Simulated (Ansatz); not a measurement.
A CCSD(T) single point on `CC1=CC(C)=[O+][B-](C)(Cl)O1`.

```yaml
crystal:
  periodic: [false, false, false]
  atoms:
    - {symbol: C, position_ang: [1.378663, -2.149536, -1.236901]}
    - {symbol: C, position_ang: [0.651796, -0.998515, -0.647119]}
    - {symbol: C, position_ang: [-0.664400, -0.697406, -0.969336]}
    - {symbol: C, position_ang: [-1.317684, 0.275186, -0.224924]}
    - {symbol: C, position_ang: [-2.773100, 0.535713, -0.347131]}
    - {symbol: O, position_ang: [-0.701412, 0.989982, 0.640114]}
    - {symbol: B, position_ang: [0.806750, 1.033466, 0.671421]}
    - {symbol: C, position_ang: [1.337440, 1.375328, 2.116363]}
    - {symbol: Cl, position_ang: [1.322167, 2.264444, -0.639508]}
    - {symbol: O, position_ang: [1.310872, -0.311664, 0.208966]}
    - {symbol: H, position_ang: [2.194994, -1.763660, -1.854310]}
    - {symbol: H, position_ang: [0.729340, -2.775379, -1.845744]}
    - {symbol: H, position_ang: [1.831901, -2.742537, -0.440051]}
    - {symbol: H, position_ang: [-1.204813, -1.295258, -1.686648]}
    - {symbol: H, position_ang: [-3.266545, -0.190630, -0.989717]}
    - {symbol: H, position_ang: [-2.911628, 1.539335, -0.759450]}
    - {symbol: H, position_ang: [-3.229664, 0.530589, 0.644610]}
    - {symbol: H, position_ang: [2.429048, 1.409093, 2.132181]}
    - {symbol: H, position_ang: [1.012044, 0.629542, 2.849149]}
    - {symbol: H, position_ang: [0.972533, 2.351207, 2.444234]}
basis:
  gaussian: {orbitals: def2-TZVPP}
correlation: {method: ccsd_t}
output: {orbitals: {seedname: orbitals}}
```

```sh
$ ansatz run in.yaml --threads 4 --pin off --events-out ev --progress --plain --max-ram 46080MiB --backend cuda --devices 0, --max-vram 37GiB
```

Output of Ansatz, abridged:

```
Functional definition: HF
  name "HF"
  cite "Fock, Z. Phys. 61, 126 (1930) doi:10.1007/BF01340294"
  parent pbe
  exchange = exact_x
  correlation = 0
2775 factors; integrals over basis functions are off by at most 1.4e-3 eV
mean field evaluation 1: about -23591.2914 eV, gradient 5.3e1 eV
mean field evaluation 2: about -23591.7870 eV, gradient 5.3e1 eV
mean field evaluation 4: about -23598.6310 eV, gradient 7.3e0 eV
mean field evaluation 8: about -23598.7769 eV, gradient 4.4e-1 eV
mean field -23598.77786428 eV, -867.2390906860 hartree, gradient 2.0e-6 eV, S^2 0.000000; 0 other end points of the search recorded, 0 dependent functions left out
14 core orbitals not correlated: weight in the atoms' cores, before any rotation towards them, 1.000 or more for the frozen orbitals, at most 0.000 for the correlated occupied ones
reference -23598.77786428 eV, -867.2390906860 hartree; 28, 28 occupied and 419, 419 virtual orbitals, 2775 factors
second order -47.40405373 eV of doubles, -0.00000000 eV of singles
cycle   1  -47.69053466 eV  change   -2.9e-1 eV  update   1.6e-1
cycle   2  -48.83773525 eV  change    -1.1e0 eV  update   5.1e-2
cycle   3  -49.12681710 eV  change   -2.9e-1 eV  update   3.1e-2
cycle   4  -49.11513574 eV  change    1.2e-2 eV  update   1.0e-2
cycle   5  -49.10349498 eV  change    1.2e-2 eV  update   6.3e-3
cycle   6  -49.10722333 eV  change   -3.7e-3 eV  update   2.4e-3
cycle   7  -49.10726877 eV  change   -4.5e-5 eV  update   1.1e-3
cycle   8  -49.10680465 eV  change    4.6e-4 eV  update   3.9e-4
cycle   9  -49.10712469 eV  change   -3.2e-4 eV  update   1.8e-4
cycle  10  -49.10718377 eV  change   -5.9e-5 eV  update   7.1e-5
cycle  11  -49.10708818 eV  change    9.6e-5 eV  update   3.6e-5
cycle  12  -49.10713489 eV  change   -4.7e-5 eV  update   2.0e-5
perturbative correction -2.22118732 eV, -0.0816271284 hartree
Total energy: -23650.10618649 eV, -869.1253717356 hartree
```

Hardware: 4 threads of an AMD EPYC 7R13 on a shared host and a share of an NVIDIA H100 80 GB. Wall time 54 s, peak host memory 1.2 GiB.

MP2 recovers 92.4 % of the CCSD(T) correlation energy and the triples give 4.3 %; T1 = 0.0156.
